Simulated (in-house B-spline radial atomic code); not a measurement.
Computed with a B-spline radial atomic code. Model: two electrons, singlet ground state, non-relativistic, full CI in B-splines with partial waves to l = 8 (at full coupling up to 3e-4 hartree above the limit, correlation up to 0.6 % small), density held at that of full coupling by Lieb maximisation.

Along the adiabatic connection the electron repulsion is scaled by a coupling λ while a local potential keeps the density fixed. At λ = 0 the system is the Kohn-Sham one and W equals the exchange energy; the exchange-correlation energy is the area under W between 0 and 1. The kinetic energy rises with λ as the electrons avoid each other, with dT/dλ = −λ dW/dλ.

Command:
```bash
python run_ac.py task.json out
```
Settings (lengths in bohr, energies in hartree):
```
potential              dot
strength               4.9
lmax                   8
second                 2
```

Cost of the run: 7.8 s on 1 thread of Intel(R) Xeon(R) Processor @ 2.30GHz (shared host).

**W = mean repulsion less Hartree energy, and W of three functionals.**

Given: confinement charge in harmonic well; well frequency 4.9 hartree; nuclear charge 2; external potential omega^2 r^2/2 - Z/r.

Computed: PBE exchange minus exact 82.572 millihartree; SCAN exchange minus exact 12.244 millihartree.

```
coupling  W xc (hartree)  W xc minus exchange (millihartree)  kinetic minus Kohn-Sham (millihartree)  LDA (PW92) W minus its exchange (millihartree)  PBE W minus its exchange (millihartree)  SCAN W minus its exchange (millihartree)
       0         -2.1308                                   0                                       0                                               0                                        0                                         0
    0.02         -2.1327                              -1.858                                       0                                          -13.75                                     -2.5                                     -1.89
    0.05               ?                                   ?                                       ?                                               ?                                        ?                                         ?
    0.12         -2.1418                             -11.028                                     0.7                                          -56.82                                   -14.93                                    -11.06
    0.25         -2.1535                             -22.657                                     2.8                                           -97.6                                   -30.68                                    -22.52
     0.4               ?                                   ?                                       ?                                               ?                                        ?                                         ?
     0.6         -2.1832                             -52.411                                    15.4                                         -178.62                                   -70.38                                    -51.46
     0.8         -2.1993                              -68.46                                    26.6                                         -215.38                                   -91.37                                    -66.94
       1         -2.2147                             -83.862                                    40.5                                         -247.94                                  -111.25                                    -81.75
     1.4         -2.2437                             -112.87                                    75.2                                         -304.15                                  -148.09                                   -109.61
       2         -2.2832                             -152.34                                   142.1                                         -373.45                                   -197.2                                   -147.57
       3         -2.3399                             -209.09                                   283.1                                         -464.16                                  -266.47                                   -202.61
     4.5         -2.4087                              -277.9                                     539                                         -566.06                                   -349.5                                   -270.55
       7         -2.4937                              -362.9                                  1021.5                                         -686.13                                  -452.62                                   -356.97
      10         -2.5654                             -434.54                                  1624.1                                         -786.16                                  -541.73                                   -432.14
```

(1) What belongs in the row 0.05?

(2) What belongs in the row 0.4?

(3) What is the LDA exchange minus exact?

**Energy parts, natural occupations and partial-wave weights.**

Computed: total energy 5.3370 hartree; correlation energy -0.043403 hartree; kinetic part of the DFT correlation energy 0.040459 hartree; initial slope twice GL2 -0.093092 hartree; kinetic part over minus potential part 0.48244; Kohn-Sham kinetic 10.632 hartree; Lieb Oxford ratio E_xc over LDA exchange 1.1967.

```
natural  occupation of the shell (electrons)
      s                               1.9962
      p                            0.0030975
      s                           0.00046756
      d                                    ?
      p                           5.0731e-05
      f                            1.968e-05
```

(4) What belongs in the row d?

| wave | weight |
| --- | --- |
| s | 0.99833 |
| p | 0.001576 |
| d | 7.9246e-05 |
| f | ? |
| g | 2.6041e-06 |

(5) What belongs in the row f?

(6) What is the Hartree energy?

(7) What is the exchange energy?

Answers

(1) W xc (hartree): -2.1354; W xc minus exchange (millihartree): -4.63; kinetic minus Kohn-Sham (millihartree): 0.1; LDA (PW92) W minus its exchange (millihartree): -28.84; PBE W minus its exchange (millihartree): -6.24; SCAN W minus its exchange (millihartree): -4.68.

(2) W xc (hartree): -2.1665; W xc minus exchange (millihartree): -35.678; kinetic minus Kohn-Sham (millihartree): 7; LDA (PW92) W minus its exchange (millihartree): -135.84; PBE W minus its exchange (millihartree): -48.18; SCAN W minus its exchange (millihartree): -35.24.

(3) 313.94 millihartree.

(4) occupation of the shell (electrons): 0.00014822.

(5) weight: 1.1137e-05.

(6) 4.2616 hartree.

(7) -2.1308 hartree.

Half-way to full coupling W has made 53 % of its drop, against 50 % for a straight line, and second-order (GL2) theory, half the initial slope, overshoots the correlation energy by about 7 %: correlation is weak here. Over couplings 0 to 1 the errors in E_xc come to about +209 millihartree for LDA, +68 millihartree for PBE, +13 millihartree for SCAN, so SCAN is nearest. In LDA and PBE the errors of exchange and correlation have opposite signs, so the sum is smaller than the larger of the two.
